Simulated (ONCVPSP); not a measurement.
# Before and after: ONCV potential for tantalum (Ta)

| Quantity | Value |
| --- | --- |
| Element | tantalum (Ta) |
| Generator | ONCVPSP 4.0.1 |
| Type | optimised norm-conserving Vanderbilt (ONCV) |
| Functional | PBE |
| Relativity | scalar-relativistic |
| Frozen core | [Kr] 4d10 4f14 |
| Valence charge | 13 |
| Reference configuration | 5s2 5p6 5d3 6s2 |
| Partial waves | 5s+6s: rc 2.00 bohr, ncon 4, nbas 7, qcut 4.9 1/bohr, 2 projectors; 5p: rc 1.85 bohr, ncon 4, nbas 7, qcut 6.2 1/bohr, 1 projector; 5d: rc 1.95 bohr, ncon 4, nbas 9, qcut 4.4 1/bohr, 2 projectors, debl 2.1 Ha |
| Local potential | polynomial inside 1.70 bohr (lpopt 5, dvloc0 -1 Ha) |
| Core correction | Teter function, fcfact 4.75, rcfact 1.4 |

Change: s: qcut 3.7; p: qcut 4.6; d: qcut 3.3.

Cutoffs: the cutoffs (Ha) at which the residual kinetic energy of the hardest occupied pseudo-wave falls to 1 and 0.1 mHa per electron; they do not see the model core or the augmentation charge, which bear on the density cutoff. Errors are all-electron minus pseudo energies relative to the spin-unpolarised reference configuration.

**Question.** How do hardness, ghosts and transferability respond?

**Answer.** The potential gets harder (20 Ha and 74 Ha → 72 Ha and 83 Ha); the errors of the 4 common tests hardly move; neither file shows a bound ghost.

```tsv
quantity	base	changed
cutoff, loose	20 Ha	72 Ha
cutoff, tight	74 Ha	83 Ha
loose cutoff by channel	s 9.1 Ha, p 10 Ha, d 20 Ha	s 8.1 Ha, p 10 Ha, d 72 Ha
bound ghosts	none	none
GHOST(+) flags under 300 eV	none	none
error for 5s2 5p6 5d3 6s1, meV [ΔE 8.47 eV]	-3.6	-3.5
error for 5s2 5p6 5d3 6s0, meV [ΔE 23.44 eV]	-7.9	-8.6
error for 5s2 5p6 5d2 6s0, meV [ΔE 47.04 eV]	-9.4	-10
error for 5s2 5p5 5d3 6s2, meV [ΔE 44.98 eV]	-191	-213
s: phases at 2.03 bohr within 0.05 rad from the reference energy up to (Ha; the scan ends near 5)	4.0	3.6
p: phases at 1.88 bohr within 0.05 rad from the reference energy up to (Ha; the scan ends near 5)	0.5	0.5
d: phases at 1.98 bohr within 0.05 rad from the reference energy up to (Ha; the scan ends near 5)	to the end of the scan	to the end of the scan
rms error of d²Exc/dni dnj with the model core, mHa	0.92	1.04
```
